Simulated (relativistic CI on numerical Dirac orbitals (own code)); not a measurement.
## Fe2+ in a cubic cluster: 3p photoemission with charge transfer

Computed with a charge-transfer multiplet model of a cubic metal-ligand cluster with up to 3 ligand holes, Slater and spin-orbit integrals from Dirac-Coulomb-Breit ions, Slater integrals scaled by 0.8. The ground state mixes d6 with configurations of k ligand holes L, whose averages lie at kΔ + k(k − 1)U_dd/2; a core hole lowers each added d electron by U_cd. 300 K, Lorentzian 0.9 eV and Gaussian 0.8 eV FWHM.

Atomic integrals in eV (Slater integrals scaled, ζ unscaled), ground: F2dd 8.723, F4dd 5.416, zeta_d 0.049; with the core hole: F2dd 9.641, F4dd 6.028, zeta_d 0.055, zeta_core 1.015, F2cd 10.399, G1cd 12.877, G3cd 7.843.

Cluster parameters (eV): U_dd = 5.8, U_cd = 6.9, 10Dq = 0.5, 10Dq(ligand) = 1, V(eg) = 1.35, V(t2g) = -0.68, final-state hopping factor = 1.

Weights, n_d and S are thermal averages at 300 K. Binding energies count from the first peak over 30 % of the highest in each spectrum, which can be another peak from case to case. The parameters are a model scan and need not match a compound or its usual spin state. Peaks in eV (height, largest 100): 0.0 (81), 3.9 (100), 7.5 (86), 14.4 (28), 16.9 (29), 20.0 (27), 23.9 (18), 27.1 (30).

(1) Which parameters give this spectrum?
A. Δ = 2.4 eV
B. Δ = 0.4 eV
C. Δ = -0.6 eV

Answers

(1) B. Δ = 0.4 eV; the ground state then has 6.41 d electrons and S = 2.00. The choice follows from running the model for each set and comparing peak positions and heights.
